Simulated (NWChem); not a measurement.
System: C2H3BFNO; SMILES N#CCB(O)F

All runs: NWChem. B3LYP is NWChem's, with the RPA form of VWN correlation. Each level has its own optimisation; frequencies are unscaled. One conformer.

| level | r C–N (Å) | r C–C (Å) | r B–C (Å) | r C–H (Å) | highest harmonic frequency (cm⁻¹) | lowest (cm⁻¹) | zero-point energy (kcal/mol) | dipole (D) |
|---|---|---|---|---|---|---|---|---|
| B3LYP/3-21G | 1.165 | 1.453 | 1.596 | 1.100 | 3558 | 78 | 36.7 | 1.45 |
| Hartree-Fock/3-21G | 1.140 | 1.453 | 1.592 | 1.088 | 3938 | 80 | 39.2 | 1.40 |
| PBE-D3(BJ)/def2-SVP | 1.173 | 1.453 | 1.604 | 1.112 | 3684 | 74 | 35.5 | 1.74 |
